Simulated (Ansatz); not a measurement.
Consider the cleavage of the Si–Ge bond: `[SiH3][Ge]([Cl])([Cl])[Cl]` + `CC(=N)O` → `C/C(O)=N\[SiH3]` + `[Cl][GeH]([Cl])[Cl]`.

Program: Ansatz. Geometries: PBE0-D4/def2-TZVP. ΔE: electronic, gas phase. CBS: MP2 limit from def2 TZ/QZ plus the TZ coupled-cluster correction, frozen cores. DFT in def2-TZVPP. B3LYP here is the variant with VWN-RPA as its local correlation; programs differ in this. For Ge outer-core shells are correlated without core-valence functions, which leaves a few kJ/mol of doubt a bond. Scalar relativity is left out up to krypton. One conformer a species, not always the lowest.

```tsv
level	ΔE (kJ/mol)
ωB97X-V	-16.5
ωB97M-V	-17.5
B3LYP	-15.1
HF/def2-TZVPP	-30.9
MP2/def2-TZVPP	-20.8
CCSD/def2-TZVPP	-16.8
CCSD(T)/def2-TZVPP	-15.6
MP2/def2-QZVPP	-20.4
```

**Question.** What does CCSD(T)/CBS give? (An estimate is asked.)

**Answer.** Ansatz gave: -14.1 kJ/mol. The listed levels differ from it by -2.4, -3.4, -1.0, -16.8, -6.7, -2.7, -1.5, -6.3 kJ/mol.

Largest T1 diagnostic among the species: 0.013.

From PBE to PBE0 (25 % exact exchange), in def2-TZVPP and without D4, ΔE moves by −5.3 kJ/mol. In def2-TZVPP, CCSD(T) changes the Hartree–Fock value by +15.3 kJ/mol (the triples alone add +1.3 kJ/mol) and MP2 by +10.1 kJ/mol.
